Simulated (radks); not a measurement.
Results of a calculation; reference values are marked as such.
Species: neutral cerium. Configuration: [Xe] 4f1 5d1 6s2.

Level of theory: scalar-relativistic Kohn-Sham, PBE, spin-unpolarised, spherical densities, finite nucleus; Fermi nuclear charge, rms radius 4.8771 fm; hard spherical wall at 7 bohr (a radial shooting solver on a logarithmic mesh with Libxc functionals).

Energy parts (hartree):
| part | energy |
|---|---|
| total | -8859.9769 |
| kinetic | 9390.2715 |
| electron-nucleus | -21464.5359 |
| Hartree | 3423.5438 |
| exchange-correlation | -209.2564 |

Orbitals (lengths in bohr, moments of r in powers of bohr; r(max) is where P^2 peaks):
\begin{tabular}{lrrrr}
orbital & occ. & eigenvalue (hartree) & <1/r> & r(max) \\ \hline
1s & 2 & -1479.704 & 63.34 & 0.01574 \\
2s & 2 & -236.8764 & 14.60 & 0.08907 \\
2p & 6 & -212.1519 & 13.83 & 0.07168 \\
3s & 2 & -50.96025 & 5.300 & 0.2546 \\
3p & 6 & -43.09563 & 5.018 & 0.2492 \\
3d & 10 & -31.92117 & 4.760 & 0.2052 \\
4s & 2 & -10.26344 & 2.211 & 0.5931 \\
4p & 6 & -7.69606 & 2.039 & 0.6191 \\
4d & 10 & -4.00009 & 1.778 & 0.6522 \\
5s & 2 & -1.43337 & 0.8712 & 1.372 \\
5p & 6 & -0.79717 & 0.7408 & 1.546 \\
4f & 1 & -0.13894 & 1.204 & 0.7084 \\
6s & 2 & -0.08044 & 0.3262 & 3.632 \\
5d & 1 & -0.06237 & 0.4594 & 2.181 \\
6p & 0 & 0.04950 & 0.2992 & 4.186 \\
5f & 0 & 0.30362 & 0.2821 & 4.559 \\
7s & 0 & 0.41304 & 0.3334 & 5.434 \\
\end{tabular}

The highest occupied level is 5d at -1.697 eV. The electron density at the nucleus is 3.977e+05 e/bohr^3 (large components only). The pressure on the wall is 2.70 GPa.
